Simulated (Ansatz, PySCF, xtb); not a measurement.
Breaking the Mg1–H2 bond in H4MgSi (SMILES [MgH][SiH3]) (multiplicity 1 held, fragments rigid). Energies count from the point at 1.702 Å.
Geometry at that point (charge 0, multiplicity 1):
```xyz
6

Mg    -1.27393    -0.69924    -0.17849
H     -2.75464    -1.51198    -0.38596
Si     0.97177     0.53339     0.13616
H      1.61306     0.24974     1.45236
H      0.83766     2.01691     0.06363
H      1.98630     0.16876    -0.89431
```

Restricted levels (R-, RO-) in cc, def2 and unpolarised 6-31G sets keep to the state of the molecule at rest. U- levels take the lowest unrestricted solution at each point, which mixes spins at long bonds. Active spaces are followed from a long bond inwards. Curves can end on different states.

Cores are frozen in the correlated methods. Rows in 3-21G, 6-31G* carry no dispersion term and start afresh at each structure (6-31G* with six Cartesian d functions). MP2/6-31G* freezes PySCF's default core, which is smaller on s-block atoms.

The values were computed with Ansatz (a first-principles code) with Gaussian orbitals; PySCF for 3-21G rows, 6-31G* rows; xtb for the GFN methods.  The GFN methods have no spin term and hold the electronic entropy of 300 K.

| level | energy at R = 5.446 Å (eV) |
|---|---|
| GFN2-xTB | 3.437 |
| R-HF/3-21G | 6.081 |
| R-HF/6-31G* | 5.855 |
| U-HF/def2-TZVPPD | 2.228 |
| R-B3LYP/6-31G* | 4.337 |
| R-B3LYP/def2-TZVPPD | (withheld) |
| R-MP2/6-31G* | (withheld) |
| U-CCSD(T)/def2-TZVPPD | 3.069 |
| FIC-NEVPT4(SD) on CASSCF(2,2)/def2-TZVPPD | 3.045 |

### Question
Some entries are withheld; supply them.

### Answer

- R-B3LYP/def2-TZVPPD, energy at R = 5.446 Å (eV): 4.177
- R-MP2/6-31G*, energy at R = 5.446 Å (eV): 4.089

Doubts at one or more of the structures used: a restricted determinant that unrestricted orbitals would lower (R-HF/3-21G, R-HF/6-31G*, R-B3LYP/6-31G*, R-B3LYP/def2-TZVPPD, R-MP2/6-31G*); a spin-contaminated determinant (U-HF/def2-TZVPPD, U-CCSD(T)/def2-TZVPPD).
